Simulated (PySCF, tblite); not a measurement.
Parent: `[CH2:1]=[C:2]=[C:3]([C:4]#[C:5][CH3:6])[C:7](=[O:8])[OH:9]` with C2–C3–C7–O8 178°, C3–C7–O9–H 180°, C7H6O2.

The geometries are computed with GFN2-xTB (gas phase). One conformer each, not checked by frequencies here.

```csv
coordinate of the parent,value
C1=C2,1.288 Å
C2=C3,1.316 Å
C3–C4,1.418 Å
C4≡C5,1.202 Å
C5–C6,1.443 Å
C3–C7,1.483 Å
C7=O8,1.203 Å
C7–O9,1.346 Å
C1–C2–C3,179.1°
C2–C3–C4,122.7°
C2–C3–C7,120.7°
C4–C3–C7,116.6°
C3–C4–C5,177.7°
C4–C5–C6,179.5°
C3–C7–O8,125.3°
C3–C7–O9,112.2°
O8–C7–O9,122.5°
```

Question: In one relative the bonds that all share with the parent change as follows (parent's numbers): C1–C2 +0.004, C2–C3 -0.006, C3–C4 -0.003, C4–C5 +0.001, C5–C6 +0.003 Å. Which is it?
A. `[CH2:1]=[C:2]=[C:3]([CH2:4][C:5]#[C:6][CH3:7])[C:8](=[O:9])[OH:10]` with C2–C3–C4–C5 88°, C2–C3–C8–O9 173°, C3–C8–O10–H 180°
B. `[CH2:1]=[C:2]=[C:3]([C:4]#[C:5][CH3:6])[SiH2:7][C:8](=[O:9])[OH:10]` with C2–C3–Si7–C8 -9°, C3–Si7–C8–O9 -96°, Si7–C8–O10–H -178°

Answer: B. The changes in all of them (Å):

```
                 SMILES   C1–C2   C2–C3   C3–C4   C4–C5   C5–C6
C=C=C(C#CC)[SiH2]C(=O)O  +0.004  -0.006  -0.003  +0.001  +0.003
     C=C=C(CC#CC)C(=O)O  +0.002  -0.009  +0.096  +0.250  -0.245
```

Atoms are paired thus: C=C=C(C#CC)[SiH2]C(=O)O: C1 = C1, C2 = C2, C3 = C3, C4 = C4, C5 = C5, C6 = C6; C=C=C(CC#CC)C(=O)O: C1 = C1, C2 = C2, C3 = C3, C4 = C4, C5 = C5, C6 = C6, C7 = C8, O8 = O9, O9 = O10.
